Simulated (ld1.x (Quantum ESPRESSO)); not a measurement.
## antimony: one change to a TM potential, before and after

ld1.x (Quantum ESPRESSO) 7.5 input, shortened:

```
&input
   title='Sb', zed=51., rel=1, dft='BLYP', iswitch=3,
   config='[Kr] 4d10 5s2 5p1'
 /
 &inputp
   pseudotype=2, tm=.true., lloc=0,
   nlcc=.true., rcore=1.10
 /
2
5P  2  1   1.00   0.00  1.70  1.70  0.0
5S  1  0   2.00   0.00  1.50  1.50  0.0
 &test
   configts(1)='5s2 5p1'
 /
```

All-electron outer shells of the reference configuration (BLYP, scalar-relativistic, ld1.x):

```json
{"shell": "5s", "level (eV)": "-29.40", "outermost node (bohr)": "0.95", "outermost maximum (bohr)": "1.83"}
{"shell": "5p", "level (eV)": "-20.07", "outermost node (bohr)": "1.03", "outermost maximum (bohr)": "2.16"}
```

Change: wave 5s (bound): rc 1.50 bohr becomes 5s (bound): rc 1.22 bohr.

Cutoffs: the cutoffs (Ry, on a coarse ladder) from which the occupation-weighted sum of valence levels, in a spherical-Bessel basis at the reference potential, stays within 10 and 1 mRy of its value at 400 Ry; they do not see the model core or the augmentation charge, which bear on the density cutoff. Errors are all-electron minus pseudo energies relative to the spin-unpolarised reference configuration.

Q: Predict the effect on cutoff, ghosts and configuration errors.

A: The bound ghosts move from p to p, s; of the 7 tests that both files solve, the error grows in 2 and shrinks in 5 by more than 15 % and 0.3 meV (median size 18.5 → 13.9 meV); the range in which the s phases agree narrows (upper end -0.8 → -2.0).

| quantity | base | changed |
| --- | --- | --- |
| cutoff, loose | 55 Ry | 160 Ry |
| cutoff, tight | 140 Ry | over 300 Ry |
| loose cutoff by channel (10 mRy a level) | p 35 Ry, s 35 Ry | p 35 Ry, s 160 Ry |
| bound ghosts | p | p, s (extra level of the local part) |
| error for 5s2 5p3, meV [ΔE -24.11 eV] | -19 | -7.8 |
| error for 5s2 5p2, meV [ΔE -15.91 eV] | -6.5 | -0.9 |
| error for 5s2 5p0, meV [ΔE 24.47 eV] | -30 | -14 |
| error for 5s2 5p3.3, meV [ΔE -25.23 eV] | -21 | -10.0 |
| error for 5s1 5p3, meV [ΔE -7.15 eV] | -0.4 | -28 |
| error for 5s1 5p4, meV [ΔE -15.95 eV] | -4.2 | -51 |
| error for 5s1 5p0, meV [ΔE 68.91 eV] | -238 | +78 |
| s: phases at 1.84 bohr within 0.05 rad from the reference energy up to (Ry; the scan ends near 5) | -0.8 | -2.0 |
| p: phases at 1.84 bohr within 0.05 rad from the reference energy up to (Ry; the scan ends near 5) | to the end of the scan | to the end of the scan |

 A true bound ghost makes a file unfit for plane-wave use even where its test errors are small: the radial tests pick states by their node count and pass the ghost by.
